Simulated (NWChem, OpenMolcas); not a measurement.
**AlBNH4F (SMILES [NH2][AlH][BH]F): the HOMO–LUMO gap, rung by rung**

AlBNH4F has 8 atoms, charge 0, and is taken as a singlet. SMILES: `[NH2][AlH][BH]F`. The coordinates come from a PBE0-D4/def2-TZVP relaxation. This is one conformer, not always the lowest.

Each level gives the HOMO–LUMO gap (eV). The values are calculated.

```
           level           kind     program  value (eV)  CPU time
    HF/def2-SVPD   Hartree–Fock  OpenMolcas       11.28      15 s
 SVWN5/def2-SVPD            LDA      NWChem        2.79      46 s
  BLYP/def2-SVPD            GGA  OpenMolcas        3.04      42 s
r2SCAN/def2-SVPD       meta-GGA  OpenMolcas        3.46      55 s
 B3LYP/def2-SVPD  global hybrid  OpenMolcas        4.75      41 s
 BHLYP/def2-SVPD  global hybrid  OpenMolcas        7.26      38 s
  PBE0/def2-SVPD  global hybrid  OpenMolcas        5.12      42 s
B2PLYP/def2-SVPD  double hybrid  OpenMolcas        7.49      31 s
```

The values span 2.79 to 11.28 eV. Orbital gaps aren't excitation energies, and those of double hybrids come from the SCF part alone; they tend to grow with the share of exact exchange. CPU times are rough (shared hosts, several kinds of processor): they show what a rung costs within a factor of a few.
